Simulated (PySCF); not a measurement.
How methods differ on the ionisation energy of Sn

Sn [Kr] 4d10 5s2 5p2 (3P) → Sn⁺ [Kr] 4d10 5s2 5p1 (2P), as a difference of total energies. Computed with PySCF 2.14 in aug-cc-pVQZ-PP with one added diffuse shell each of s, p, d, f, g type with ECP28MDF (8s8p6d4f3g, 117 functions), with a scalar-relativistic core potential. Correlated levels: valence: 4s2 4p6 4d10 frozen. The calculations carry no spin-orbit coupling.

```
           method  ionisation energy (eV)  error (eV)
              UHF                   6.849      -0.540
              LDA                   7.414      +0.025
              PBE                   7.262      -0.127
             PBE0                   7.307      -0.082
           r2SCAN                   7.407      +0.018
        CAM-B3LYP                   7.288      -0.101
          wB97M-V                   7.207      -0.182
              M06                   7.026      -0.363
    MP2 (valence)                   7.183      -0.206
SCS-MP2 (valence)                   7.117      -0.272
```

Reference: 7.389 eV (measured; NIST levels, between the centres of gravity of the two terms).

Errors of the correlated levels include the incompleteness of this basis and the frozen core.
